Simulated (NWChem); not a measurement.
SrBrCl; SMILES [Cl][Sr][Br]

Results from NWChem. Medium grid unless said otherwise, to which SCAN and Minnesota functionals are sensitive. All runs use the structure optimised with PBE0/def2-SVP. def2 effective core potentials on Sr; no spin-orbit coupling. Hybrids' shares of exact exchange are those that their runs print; pure functionals count as 0. The functionals differ in more than this share.

| row | share of exact exchange | highest occupied level (eV) |
|---|---|---|
| PBE/def2-SVP | 0.00 | -6.24 |
| RPBE/def2-SVP | 0.00 | -6.21 |
| B3LYP/def2-SVP | 0.20 | -7.16 |
| M06/def2-SVP | 0.27 | withheld |
| BHandHLYP/def2-SVP | 0.50 | -8.49 |

Problem. Fit a straight line of the last column on the one before it, predict the withheld value, and compare with the run.

Solution. 
1. Means of the 4 shown rows: x = 0.175, y = -7.025. Slope Σ(x − x̄)(y − ȳ)/Σ(x − x̄)² = -0.7595/0.1675 = -4.534; intercept -6.232.
2. The shown rows scatter about the line by 0.016 (root mean square); the largest residual is +0.02, at RPBE/def2-SVP.
3. At x = 0.27 (M06/def2-SVP; inside the shown range) the line gives -7.46.
4. The run gives -7.36, +0.10 from the line.
